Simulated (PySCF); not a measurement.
# Radial density of Xe (xenon, neutral)

r2SCANh, [Kr] 4d10 5s2 5p5 6s1, 6s spin antiparallel (an excited configuration). Computed with PySCF 2.14 in aug-cc-pVDZ-PP with ECP28MDF, with a scalar-relativistic core potential. This is the valence pseudo-density: the core potential removes the inner electrons and smooths the orbitals near the nucleus.

```csv
r (bohr),4πr²ρ (e/bohr),4πr²(ρα − ρβ)
0.00125,1.385e-05,0.0000
0.00210,3.899e-05,0.0000
0.00353,0.0001087,0.0000
0.00594,0.0002950,0.0000
0.00998,0.0007457,0.0000
0.0168,0.001587,0.0000
0.0282,0.002518,0.0000
0.0475,0.003355,0.0000
0.0799,0.005935,0.0000
0.134,0.04213,0.0002
0.226,0.4890,0.0025
0.380,6.689,0.0377
0.640,28.57,0.1110
1.08,13.10,0.0370
1.81,5.039,0.5985
3.04,1.325,0.0996
5.12,0.3357,-0.2834
8.61,0.01121,-0.0112
```

Energies and moments cover only the electrons outside the core potential. The outer electron is Rydberg-like, and this basis confines it to a smaller radius and binds it less than a complete one would. With the s spin flipped the determinant is a mixture of two multiplicities, not a spectroscopic state.
